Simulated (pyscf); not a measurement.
Structures and frequencies: ωB97X-D3(BJ)/def2-SVP in PySCF.

How much does it cost (ΔH, 298 K, ωB97M-D3(BJ)/def2-TZVP) to split `[O]=[Mo](=[O])([Cl])[O][SiH3]` at its Mo–O bond into [O=Mo(=O)–Cl]• + •O–SiH₃?

Mo–O to [O=Mo(=O)–Cl]• + •O–SiH₃: 4.72 eV. The 7 functionals that were run give +4.67 (M06-2X) to +4.92 eV (ωB97X-D3(BJ)/def2-TZVP). The radicals are drawn with the spin at the cut bond; how far it spreads was not checked. •O–SiH₃ lies 1.08 eV over its isomer HO–SiH₂• (electronic energy, ωB97M-D3(BJ)/def2-TZVP). Other isomers of [O=Mo(=O)–Cl]• were not searched in full and may lie lower. Open-shell species with a d-block atom are single-reference here; other states, and whether the spin sits on metal or ligand, were not checked. Elements past Kr carry the def2 core potentials, without spin-orbit coupling.
